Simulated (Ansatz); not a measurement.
`C[O][W]([OH])([F])(=[S])[Cl]` + HCl → `C[O][W]([F])(=[S])([Cl])[Cl]` + H₂O at 400 K and 1 bar (ligand exchange at a W–O bond).

Calculated with Ansatz (gas phase, PBE0-D4/def2-TZVP geometries, no zero-point term in ΔE). CCSD(T)/CBS is the MP2 limit (def2-TZVPP, def2-QZVPP) plus CCSD(T) − MP2 in def2-TZVPP, frozen cores. This one scheme is used for every species. def2 core potentials past Kr. For W outer-core shells are correlated without core-valence functions, which leaves a few kJ/mol of doubt a bond. Each species was taken in one conformer, which may not be the lowest.

| species | CCSD(T)/CBS energy (Eh) | H − E (kJ/mol) | S (J/(mol·K)) |
| --- | --- | --- | --- |
| `C[O][W]([OH])([F])(=[S])[Cl]` | -1215.31510 | 206.8 | 476.4 |
| HCl | -460.38127 | 29.6 | 195.4 |
| `C[O][W]([F])(=[S])([Cl])[Cl]` | -1599.32014 | 173.0 | 480.8 |
| H₂O | -76.37941 | 69.8 | 198.6 |

H − E and S are ideal-gas, rigid-rotor, harmonic terms from PBE0-D4/def2-TZVP, for one conformer and one mirror image of each species. 1 Eh = 2625.50 kJ/mol, R = 8.31446 J/(mol·K).

By hand: ΔE, ΔH, ΔS and ΔG.

ΔE = (-1599.32014) + (-76.37941) − (-1215.31510) − (-460.38127) = -0.00318 Eh = -8.3 kJ/mol. Δ(H − E) = 173.0 + 69.8 − 206.8 − 29.6 = 6.4, so ΔH = -1.9 kJ/mol. ΔS = 480.8 + 198.6 − 476.4 − 195.4 = 7.6 J/(mol·K). ΔG = -1.9 − 400 × (7.6)/1000 = -4.9 kJ/mol.

By hand: the equilibrium constant, and the temperature at which ΔG would vanish if ΔH and ΔS stayed fixed.

log₁₀ K = −ΔG/(RT ln 10) = 0.6. ΔH and −TΔS have one sign here, so there is no such temperature.

TΔS isn't small against ΔH here. The sign of ΔG lies within the doubt. A doubt of 5 kJ/mol in ΔE shifts log₁₀ K by 0.7 here. Other conformers and mirror images would add mixing entropy, several J/(mol·K) or more a flexible species. Modes under 60 cm⁻¹, often nearly free rotors, make the harmonic entropy too high. These are equilibria of isolated gas molecules and say nothing of rates. Largest T1 diagnostic: 0.021 (customary marks: 0.02 for closed shells, 0.045 for open ones).

ΔS is within the doubt of such terms, so its sign, and with it that verdict, could turn.
